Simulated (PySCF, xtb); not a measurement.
# Relaxing a trial structure of BH4In

The starting geometry of this gas-phase singlet has its atoms placed at random.

```xyz
6

B     0.1327    0.4830   -1.5543
In   -0.8602   -1.3635   -0.2976
H     0.6325   -1.3694   -0.1286
H    -1.6400   -0.0998    0.7200
H    -0.4575    0.0438   -0.5810
H     1.4172    0.3068   -0.9212
```

Q: Guess where an optimisation with r2SCAN-D4/def2-SVP ends from this start.

A: It ends as `[BH2][InH2]`. Distances that change by over a tenth: In2–H3 (1.50 → 1.74 Å). Contacts that open: In2–H5 (1.49 → 3.05 Å). Contacts that close: B1–H6 (1.44 → 1.21 Å).

The energy falls by 6.02 eV over 20 steps:

```
step  E − E(last) (eV)
   1             6.024
   3             3.283
   5             1.246
   7             0.796
   9             0.571
  12             0.685
  14             0.041
  16             0.006
  18             0.000
  20             0.000
```

Final geometry (Å):

```xyz
6

B     0.5159    0.5202   -1.0681
In   -0.6787   -1.0171    0.0250
H    -0.0007   -2.4947    0.6401
H    -2.3792   -0.8584    0.3465
H     1.0675    1.4297   -0.4916
H     0.6487    0.4900   -2.2704
```

From the same start GFN2-xTB ends elsewhere, differing in B1–H3 (1.24 against 3.50 Å here), B1–H4 (1.24 against 3.50 Å here), In2–H3 (2.39 against 1.74 Å here), In2–H4 (2.39 against 1.74 Å here).

From so rough a start the end depends on the optimiser's path, so another program may land elsewhere. The end wasn't checked by frequencies. Atoms past krypton carry core potentials, without spin–orbit terms. Run with PySCF 2.14.0, 3.2 min on 2 threads of Intel(R) Xeon(R) Processor @ 2.50GHz (Skylake/Cascade Lake) (shared host).
